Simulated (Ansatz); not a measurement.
Species: F₃Ga, SMILES `[F][Ga]([F])[F]` (charge 0, multiplicity 1).

### Question
Give a relaxed geometry from r2SCAN-D4/def2-TZVP (Ansatz, a first-principles code).

### Answer
the end point of this relaxation (outside a Z-matrix the atoms follow the SMILES, hydrogens last).
Z-matrix (Å, degrees):
```
Ga
F 1 1.7247
F 1 1.7248 2 120.01
F 1 1.7248 2 120.00 3 179.98
```
